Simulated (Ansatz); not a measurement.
Relaxation of Cl$_{2}$H$_{2}$Sn (5 atoms, charge 0, multiplicity 1), to a largest force component of 0.03 eV/Å in at most 50 steps.

Method: RKS PBE/def2-SVP in Ansatz.

```xyz
5
Properties=species:S:1:pos:R:3
Sn -0.724 0.025 0.241
H 1.705 -0.129 1.891
Cl 2.769 0.155 1.130
H -0.936 1.255 -1.070
Cl -1.338 -1.853 -1.146
```

Problem. Where does it end, and by what steps?

Solution. It converged. The force dipped under the threshold on the way, but the program's further checks kept it going. After 24 steps the energy has fallen by 0.182 eV; Cl3 moved furthest, 0.92 Å.

| step | energy less start (eV) | largest force component (eV/Å) | accepted |
| --- | --- | --- | --- |
| 0 | 0.0000 | 0.849 | yes |
| 1 | -0.0248 | 0.703 | yes |
| 2 | -0.0131 | 1.316 | no |
| 3 | -0.0451 | 0.806 | yes |
| 4 | -0.0714 | 0.800 | yes |
| 5 | -0.0979 | 1.047 | yes |
| 6 | -0.0893 | 1.203 | no |
| 7 | -0.1337 | 0.678 | yes |
| 8 | -0.1597 | 0.201 | yes |
| 9 | -0.1708 | 0.039 | yes |
| 10 | -0.1711 | 0.038 | yes |
| 11 | -0.1762 | 0.033 | yes |
| 12 | -0.1248 | 1.193 | no |
| 13 | -0.1767 | 0.030 | yes |
| 14 | -0.1749 | 0.388 | no |
| 15 | -0.1781 | 0.091 | yes |
| 16 | -0.1786 | 0.123 | yes |
| 17 | -0.1798 | 0.010 | yes |
| 18 | -0.1802 | 0.036 | yes |
| 19 | -0.1799 | 0.180 | no |
| 20 | -0.1795 | 0.072 | no |
| 21 | -0.1805 | 0.006 | yes |
| 22 | -0.1806 | 0.135 | yes |
| 23 | -0.1811 | 0.059 | yes |
| 24 | -0.1823 | 0.008 | yes |

```xyz
5
Properties=species:S:1:pos:R:3
Sn -1.049 0.246 0.326
H 1.960 -0.591 1.723
Cl 1.915 0.427 0.914
H -0.536 1.253 -1.089
Cl -0.813 -1.882 -0.830
```

Whether the end is a true minimum wasn't checked by a vibrational analysis.

Time of the run: 49 s on 1 thread of Arm Neoverse V1 (shared host), peak memory 0.12 GiB.
